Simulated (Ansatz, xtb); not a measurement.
Breaking the Ga1–H2 bond in ClFGaH (SMILES [F][GaH][Cl]) (multiplicity 1 held, fragments rigid). Energies count from the point at 1.542 Å.
Geometry at that point (charge 0, multiplicity 1):
```xyz
4

Ga    -0.420     0.095    -0.345
H     -1.610    -0.419    -1.180
F     -0.005     1.800    -0.332
Cl     0.864    -1.101     0.875
```

R- and RO- levels are restricted; in cc, def2 and unpolarised 6-31G sets they are followed outwards from rest. U- levels take the lowest unrestricted solution at each point, which mixes spins at long bonds. Levels need not reach the same state.

Run with Ansatz (Gaussian orbitals); xtb for the GFN methods. Values without a source in brackets are computed. The GFN methods have no spin term and hold the electronic entropy of 300 K.

Task: One of these levels gives 2.800 eV for the energy at R = 4.933 Å. Name it.
A) R-HF/def2-SVP
B) GFN2-xTB
C) U-HF/def2-SVP

Result: C, U-HF/def2-SVP. The others give 3.457 (GFN2-xTB), 7.251 (R-HF/def2-SVP)

Doubts at one or more of the structures used: a restricted determinant that unrestricted orbitals would lower (R-HF/def2-SVP); a spin-contaminated determinant (U-HF/def2-SVP).

Ansatz is an electronic-structure program.
